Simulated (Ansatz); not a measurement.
C₂H₇Al₂Cl. Total charge 0; spin multiplicity 1. The bonds changed during the relaxation, so this is another structure than the one it started from. Geometry: relaxed with PBE0-D4/def2-TZVP. It is one conformer, not always the lowest.

```xyz
12

Al   -1.285    0.168   -0.973
C     0.556    0.579   -1.393
Al    0.685    0.776    0.563
C     0.420   -1.082    1.329
Cl   -0.908   -1.832    0.299
H    -1.180    1.012    0.536
H    -2.732    0.040   -1.592
H     1.174   -0.161   -1.903
H     0.646    1.540   -1.911
H     1.342    1.891    1.480
H     1.254   -1.777    1.223
H     0.028   -1.155    2.343
```

**Question.** What is the dipole moment at ωB97M-V/def2-TZVPP? (Best estimate.)

**Answer.** Ansatz gave: 1.72 D, with components (0.22, -1.60, 0.58) D in this frame, pointing from negative to positive charge.

**Question.** And with PBE, r2SCAN, B3LYP? (An estimate is asked.)

**Answer.** Computed: PBE 1.73 D, r2SCAN 1.74 D, B3LYP 1.70 D.

**Question.** Give the Mulliken charges with ωB97M-V, PBE, B3LYP in def2-TZVPP. (Estimate.)

**Answer.** The calculation gave: 
```
atom  ωB97M-V    PBE  B3LYP
 Al1     0.38   0.33   0.43
  C2    -0.56  -0.41  -0.46
 Al3     0.41   0.32   0.42
  C4    -0.39  -0.29  -0.29
 Cl5    -0.02  -0.03  -0.06
  H6    -0.14  -0.13  -0.19
  H7    -0.09  -0.11  -0.12
  H8     0.10   0.08   0.08
  H9     0.10   0.08   0.07
 H10    -0.11  -0.13  -0.15
 H11     0.16   0.13   0.13
 H12     0.16   0.14   0.14
```

B3LYP here is the variant with VWN-RPA as its local correlation; programs differ in this.
